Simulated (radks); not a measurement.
Values are calculated unless marked as measured or tabulated.
The tin ion Sn2+, [Kr] 4d10 5s2. Code: a radial shooting solver on a logarithmic mesh with Libxc functionals. Model: non-relativistic Kohn-Sham, exchange-only B88, spin-polarised, spherical densities, point nucleus. Every spin shell is full or empty, so the densities are truly spherical. Functionals are evaluated on that one density, not self-consistently. Rank these orbital-free kinetic functionals by their error against the exact value of the orbitals, and give that value: Thomas-Fermi, TF + vW/9, TF + vW/5, APBEK, revAPBEK, Thakkar, Pearson, DePristo-Kress, Ernzerhof.

Answer. Exact: 6022.20 hartree. From best to worst, with 100 (|E| - |E exact|)/|E exact| (equal figures are ties): DePristo-Kress -0.09, APBEK +0.13, revAPBEK +0.31, Ernzerhof -0.39, Thakkar -0.57, TF + vW/9 -0.67, Pearson -0.91, TF + vW/5 +3.02, Thomas-Fermi -5.29.
